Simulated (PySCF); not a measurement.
C2H4B2F2Si.
Structure used (PBE0-D3(BJ)/def2-SVP), in Å, numbered top down from 1:
```
atom  x, y, z in Å
C1     2.7823   -0.5241   -0.5159
C2     1.9239   -0.3951    0.3401
B3     0.7298   -0.2756    1.2934
F4     0.9036    0.1640    2.5357
B5    -0.7530   -0.6799    0.6150
Si6   -1.7916    0.7130   -0.3842
F7    -1.0002    2.1435   -0.3558
H8     3.5537   -0.6292   -1.2589
H9    -1.1970   -1.8058    0.6269
H10   -1.9891    0.3408   -1.8181
H11   -3.1249    0.9216    0.2612
```

Jobs on this species (11 atoms, 58 electrons) with PySCF (density fitting). Hardware of each: one thread of an Arm Neoverse V1, on a shared host. Other jobs ran on the host; a repeat could differ by tens of per cent or more. Peak memory is the resident size of the whole Python process, interpreter and libraries included.

Problem. Rank these jobs by wall time, shortest first.
A. PBE0/def2-SVP; shieldings, charges and field gradients; 122 basis functions
B. PBE0/IGLO-III; shieldings, charges and field gradients; 294 basis functions
C. B3LYP/6-31G*; spin–spin couplings from 11 perturbed nuclei, spin–dipole term for 5 of them; 110 basis functions
D. B3LYP/cc-pVTZ; spin–spin couplings from 11 perturbed nuclei, spin–dipole term for 5 of them; 270 basis functions

Solution. A (11 s), C (28 s), B (49 s), D (80 s).

All jobs:

```
level and settings                                                                          work  basis functions  SCF cycles  wall time  peak memory
     PBE0/def2-SVP                                       shieldings, charges and field gradients              122          14       11 s     0.65 GiB
       PBE0/6-31G*                                       shieldings, charges and field gradients              110          14       11 s     0.61 GiB
      PBE0/cc-pVDZ                                       shieldings, charges and field gradients              122          14       15 s     0.67 GiB
      B3LYP/6-31G*  spin–spin couplings from 11 perturbed nuclei, spin–dipole term for 5 of them              110          14       28 s     0.61 GiB
  PBE0/aug-cc-pVDZ                                       shieldings, charges and field gradients              201          14       37 s     0.88 GiB
    PBE0/def2-TZVP                                       shieldings, charges and field gradients              247          14       38 s      1.0 GiB
     PBE0/IGLO-III                                       shieldings, charges and field gradients              294          14       49 s      1.1 GiB
      PBE0/cc-pVTZ                                       shieldings, charges and field gradients              270          14       51 s      1.0 GiB
     B3LYP/cc-pVTZ  spin–spin couplings from 11 perturbed nuclei, spin–dipole term for 5 of them              270          14       80 s      1.0 GiB
```

Problem. What do all jobs in the table cost together?

Solution. About 5.3 min; the longest takes about 25 % of that, and about 7.3 times as long as the shortest.
